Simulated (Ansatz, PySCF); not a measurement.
InFI2, SMILES [F][In]([I])[I]. Atoms are numbered in the order given.

```xyz
4

In     0.0000     0.0000     0.6666
F      0.0000     0.0000     2.6167
I      0.0000     2.3485    -0.5402
I      0.0000    -2.3485    -0.5402
```

The structure is a stationary point at PBE0-D3(BJ)/def2-SVP. The structure was generated by enumeration; whether it is a known compound was not checked. The def2 effective core potentials stand for the cores of I, In; spin–orbit coupling is left out.

Two levels are set side by side: PBE-D3(BJ)/def2-SVP (Ansatz, a first-principles code) and PBE0-D3(BJ)/def2-SVP (Ansatz). Each level has its own optimised geometry; the coordinates shown are those of the second. Frequencies come from the Hessian of PySCF at each geometry. Differences are taken from unrounded values.

```csv
quantity,PBE0-D3(BJ)
mean bond length (Å),2.410
bond In1–F2 (Å),1.950
bond In1–I3 (Å),2.640
bond In1–I4 (Å),2.640
highest harmonic wavenumber (cm⁻¹),618
mean harmonic wavenumber (cm⁻¹),216
zero-point energy (kcal/mol),1.85
```

Question: What does PBE-D3(BJ) give, and how far is it from PBE0-D3(BJ)? (Estimate from the structure and the level; the computed values follow.)

Answer: 
| quantity | PBE-D3(BJ) | PBE-D3(BJ) minus PBE0-D3(BJ) |
|---|---|---|
| mean bond length (Å) | 2.437 | 0.027 |
| bond In1–F2 (Å) | 1.973 | 0.023 |
| bond In1–I3 (Å) | 2.669 | 0.029 |
| bond In1–I4 (Å) | 2.669 | 0.029 |
| highest harmonic wavenumber (cm⁻¹) | 586 | -32 |
| mean harmonic wavenumber (cm⁻¹) | 204 | -12 |
| zero-point energy (kcal/mol) | 1.75 | -0.10 |

Exact exchange shortens and stiffens bonds; PBE has none. Differences between two approximate levels are no errors against the true value.
